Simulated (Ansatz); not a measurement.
# Match the barriers

Saddle point of ZrH$_{3}$Cl$_{3}$O, singlet (ZrHCl₃O ([OH][Zr]([Cl])([Cl])[Cl]) + H₂ → ZrHCl₃ ([Cl][ZrH]([Cl])[Cl]) + H₂O (still joined by a long Zr–O bond); bonds formed: Zr1–H7, O2–H6; bonds broken: H6–H7; bonds weakened to dative contacts: Zr1–O2), PBE0-D4/def2-TZVP structure:

```xyz
8
angstrom
Zr -0.3095 0.1879 -0.5731
O 1.2189 -0.1504 0.8828
Cl 0.3284 -1.7384 -1.7383
Cl -2.6308 0.1003 -0.8426
Cl 0.3859 2.1557 -1.5838
H 0.1742 0.0610 1.4417
H -0.8243 0.3723 1.3573
H 1.6571 -0.9885 1.0562
```

Program: Ansatz 0.2.0. Basis: def2-TZVPP, with def2-QZVPP for the basis limit. Cores are frozen in the correlated methods. Core potentials replace the inner electrons of the atoms past krypton. Extrapolation: Hartree–Fock as exp(−7.88 √X), correlation as X^−2.97. Four methods, as single points on the PBE0-D4 structures, gave these electronic barriers from the start structure: 32.21, 34.41, 37.49, 46.05 kcal/mol.

The methods were, in alphabetical order, BHLYP-D4, BLYP-D4, HF, r2SCAN-D4. Which gave which? (A judgement: the text doesn't fix the answer.)

The calculation gives: r2SCAN-D4 32.21; BLYP-D4 34.41; BHLYP-D4 37.49; HF 46.05 kcal/mol. For comparison, CCSD(T) at an estimated basis limit (MP2 extrapolated from triple and quadruple zeta, plus CCSD(T) − MP2 in triple zeta) gives 35.87 kcal/mol.

No T1 diagnostic of these runs exceeds 0.017.

Labels in which every atom is bracketed show which atoms are joined, not bond orders.

For scale, one of the runs: CCSD(T)/def2-TZVPP, 255 basis functions, launched by `ansatz run in.yaml --threads 8 --pin off --events-out ev --progress --plain --max-ram 19148MiB`. Time: 3.3 min of wall clock on 8 CPU threads of an Arm Neoverse V1; the host was shared. Peak host memory: 6 GiB.
